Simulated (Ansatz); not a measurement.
Reactions of AlH₅O₃Si, SMILES `[OH][Al]([OH])[O][SiH3]`.

Isolated molecules relaxed with PBE0-D4/def2-TZVP in Ansatz; ΔE leaves out vibrations. CCSD(T)/CBS is the MP2 limit (def2-TZVPP, def2-QZVPP) plus CCSD(T) − MP2 in def2-TZVPP, frozen cores. Small cases extrapolate CCSD(T) itself. DFT in def2-TZVPP. Open shells (•) are unrestricted, without spin–orbit coupling. Spin–orbit coupling would lower the free atoms: a little for Al, O, Si. Elements past krypton have def2 core potentials. Bonds to Br, In are less sure, by a few kJ/mol each and by 10 to 20 or more in all where they break to atoms, as the def2 sets lack core-valence functions. Scalar relativity is left out up to krypton. One conformer a species, not always the lowest.

| reaction | PBE-D4 (kcal/mol) |
| --- | --- |
| `[OH][Al]([OH])[O][SiH3]` + HBr → `[OH][Al]([Br])[O][SiH3]` + H₂O | -6.4 |
| `[OH][Al]([OH])[O][SiH3]` + H₂O → `[OH][Al]([OH])[OH]` + `O[SiH3]` | 4.5 |
| `[OH][Al]([OH])[O][SiH3]` → Al• + 5 H• + 3 O• + Si• | 899.9 |
| `[OH][Al]([OH])[O][SiH3]` + `C[NH][AlH][F]` → `C[N]([SiH3])[AlH][F]` + `[OH][Al]([OH])[OH]` | 12.0 |
| `[OH][Al]([OH])[O][SiH3]` + SiH₄ → `[OH][Al]([OH])[SiH3]` + `O[SiH3]` | 29.7 |
| `[OH][Al]([OH])[O][SiH3]` + `[OH][In]([OH])[Cl]` → `[OH][In]([Cl])[O][SiH3]` + `[OH][Al]([OH])[OH]` | 2.9 |
| `[OH][Al]([OH])[O][SiH3]` → `[OH][Al][O][SiH3]`• + `[OH]`• | 127.2 |
| `[OH][Al]([OH])[O][SiH3]` + H₂S → `[OH][Al]([SH])[O][SiH3]` + H₂O | 3.5 |
| `[OH][Al]([OH])[O][SiH3]` + `O[SiH3]` → `[OH][Al]([O][SiH3])[O][SiH3]` + H₂O | -4.5 |
| `[OH][Al]([OH])[O][SiH3]` + HCl → `[OH][Al]([OH])[Cl]` + `O[SiH3]` | -2.5 |

**Question.** Give the CCSD(T)/CBS values in the same order. (An estimate is asked.)

**Answer.** The calculation gave: -6.8, 6.1, 909.2, 13.7, 36.1, 1.7, 133.6, 4.8, -6.2, -0.5 kcal/mol.

Largest T1 diagnostic: 0.018, for Al•.

Extrapolated directly: `[OH][Al]([OH])[O][SiH3]` → Al• + 5 H• + 3 O• + Si•.
